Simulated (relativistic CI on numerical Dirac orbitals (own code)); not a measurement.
Calculated at this level of theory: Dirac-Coulomb-Breit CI, separate exchange-only KLI orbitals for each configuration, model QED, unscaled Slater integrals (own radial code, finite nucleus).

The strongest absorption lines from the ground level of an ion, among the configurations computed and to levels below about 364 eV (vacuum wavelength in nm, gf): 6.3134 (0.67), 6.4086 (0.33), 6.6531 (0.28), 6.6784 (0.38), 6.7730 (1.5), 6.7825 (0.25), 6.9848 (0.62), 7.3450 (0.6).

(1) Which ion is it?
A. Tc¹⁹⁺
B. Rh²¹⁺
C. Nb¹⁷⁺
D. Rh¹⁹⁺

## Answers

(1) B. Rh²¹⁺ has 24 electrons and the ground level 3s2.3p6.3d6 5D_4; the strongest line goes to 3s2.3p5.3d7 5P°_3. The pattern of lines fixes the number of electrons, and along that sequence the line energies rise steadily with the charge (about as its square where n changes within one kind of shell, about linearly where n is kept but much faster in heavy ions where fine structure, which grows about as Z⁴, sets the gap, and irregularly where shells cross), which fixes Z. Configurations outside the model, such as inner-shell arrays, can give stronger lines. At this charge energies of transitions that change n are usually good to better than 1 %, and those within a shell (Δn = 0) to a few per cent. Terms inside the open d or f shell come out 10 to 20 % too wide with unscaled integrals.

LS names give the leading component of a level, which can be under half, so a name can repeat, a term be missing and a line seem to break the LS rules.
